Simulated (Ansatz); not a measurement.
Basis sets compared for LiAg₆⁺. The state is a singlet with charge 1. Geometry r2SCAN-D4/def2-SVP. Ansatz on 4 threads of Arm Neoverse V1 on a shared host; times are rough, and most runs start from earlier orbitals.

```xyz
7

Li    1.1256   -0.8431    0.1676
Ag    1.1917    1.3165   -1.6022
Ag    1.1128    1.7626    1.1728
Ag   -1.4703   -1.8684    0.2585
Ag   -1.0223    0.7657   -0.1522
Ag   -0.4050   -0.9275   -2.1672
Ag   -0.5324   -0.2057    2.3226
```

In the def2 sets Ag takes a core potential; there is no spin–orbit coupling. The structure comes from a short search, and lower isomers may exist.

| level | functions | energy (Eh) | HOMO (eV) | LUMO (eV) | wall time |
| --- | --- | --- | --- | --- | --- |
| PBE-D4/def2-SVP | 195 | -889.3290 | -9.14 | -7.20 | 6 s |
| PBE0-D4/def2-SVP | 195 | -889.2106 | -9.54 | -6.39 | 11 s |

Q: Estimate the rows for PBE-D4/def2-TZVP (with forces), PBE0-D4/def2-TZVP.

A: 
```json
{"level": "PBE-D4/def2-TZVP (with forces)", "functions": "254", "energy (Eh)": "-889.5679", "HOMO (eV)": "-9.15", "LUMO (eV)": "-7.22", "wall time": "8.5 s"}
{"level": "PBE0-D4/def2-TZVP", "functions": "254", "energy (Eh)": "-889.4392", "HOMO (eV)": "-9.54", "LUMO (eV)": "-6.40", "wall time": "18 s"}
```
